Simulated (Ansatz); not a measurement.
Isolated molecules relaxed with PBE0-D4/def2-TZVP in Ansatz; ΔE leaves out vibrations. CCSD(T)/CBS is the MP2 limit (def2-TZVPP, def2-QZVPP) plus CCSD(T) − MP2 in def2-TZVPP, frozen cores. This one scheme is used for every species. One conformer a species, not always the lowest.

`FCCBS` + CH₄ → `CBCCF` + H₂S  (formal exchange of groups at a B–S bond)

```tsv
level	ΔE (kcal/mol)
SCS-MP2/def2-TZVPP	23.2
SCS-MP2/def2-QZVPP	22.9
```

Question: What does CCSD(T)/CBS give? (Estimate.)

Answer: The calculation gave: +22.6 kcal/mol. The listed levels differ from it by 0.6, 0.3 kcal/mol.

Largest T1 diagnostic among the species: 0.013.

In def2-TZVPP, CCSD(T) changes the Hartree–Fock value by +2.1 kcal/mol (the triples alone add +0.9 kcal/mol) and MP2 by +3.0 kcal/mol. From PBE to PBE0 (25 % exact exchange), in def2-TZVPP and without D4, ΔE moves by −0.8 kcal/mol.
